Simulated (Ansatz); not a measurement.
Cost and result for the atomization energy of CH4ClFOSi (`O[SiH2]C(F)Cl`) (9 atoms, 8 bonds).

```xyz
9

O     1.533   -0.047   -1.085
Si   -0.055    0.267   -0.834
C    -0.446    0.125    1.028
F    -1.783    0.290    1.261
Cl    0.048   -1.514    1.553
H     1.857   -0.906   -0.805
H    -0.967   -0.689   -1.510
H    -0.287    1.658   -1.281
H     0.100    0.816    1.673
```

The species carries charge 0 and has multiplicity 1. The geometry is a stationary point of PBE0-D4/def2-TZVP. It is one conformer, not always the lowest. Program: Ansatz. All runs use 4 threads of an Arm Neoverse V1 on a shared host. Times are those of one run each, without the atoms' runs, and a repeat can differ threefold. Electronic energies, without spin–orbit coupling; frozen cores. CCSD(T)/CBS adds CCSD(T) − MP2 in def2-TZVPP to the MP2 limit, and its time is that of the two runs behind it. T1 = 0.011. B3LYP takes the VWN-RPA correlation (the form of Gaussian; ORCA's B3LYP/G).

CCSD(T)/CBS is a level of theory with its own doubt, some kJ/mol a heavy atom from the limit and from the frozen cores, so smaller differences don't rank the functionals.

```csv
level,functions,wall time
PBE-D4/def2-TZVPP (with forces),233,2.2 s
PBE0-D4/def2-TZVPP,233,2.8 s
B3LYP-D4/def2-TZVPP (with forces),233,4.1 s
r2SCAN-D4/def2-TZVPP (with forces),233,4.5 s
B2PLYP/def2-TZVPP,233,4.7 s
ωB97X-V/def2-TZVPP,233,6.5 s
ωB97M-V/def2-TZVPP (with forces),233,9.5 s
MP2/def2-QZVPP,431,17 s
CCSD(T)/def2-TZVPP,233,110 s
CCSD(T)/CBS(def2),–,2.2 min
```

Q: What atomization energy does each give, and how far from CCSD(T)/CBS? (An estimate is asked.)

A: Computed: 
```tsv
level	atomization (kcal/mol)	difference from CCSD(T)/CBS	per bond
PBE-D4/def2-TZVPP (with forces)	762.1	12.3	1.5
PBE0-D4/def2-TZVPP	743.9	-5.9	-0.7
B3LYP-D4/def2-TZVPP (with forces)	743.0	-6.8	-0.8
r2SCAN-D4/def2-TZVPP (with forces)	749.9	0.1	0.0
B2PLYP/def2-TZVPP	736.6	-13.2	-1.6
ωB97X-V/def2-TZVPP	750.8	1.0	0.1
ωB97M-V/def2-TZVPP (with forces)	750.7	0.9	0.1
MP2/def2-QZVPP	759.5	9.7	1.2
CCSD(T)/def2-TZVPP	726.1	-23.7	-3.0
CCSD(T)/CBS(def2)	749.8	0.0	0.0
```

In def2-TZVPP, CCSD(T) changes the Hartree–Fock value by +198.8 kcal/mol (the triples alone add +12.9 kcal/mol) and MP2 by +218.1 kcal/mol; breaking electron pairs costs correlation energy, which Hartree–Fock lacks. The D4 term adds +7.5 kcal/mol with B3LYP and +3.9 kcal/mol with PBE0; it sums over pairs of atoms, weighted by their polarisabilities, and B3LYP, whose exchange is more repulsive, gets the larger term. From PBE to PBE0 (25 % exact exchange), in def2-TZVPP and without D4, the atomization energy moves by −17.5 kcal/mol: exact exchange takes away binding that semilocal exchange gives to molecules.
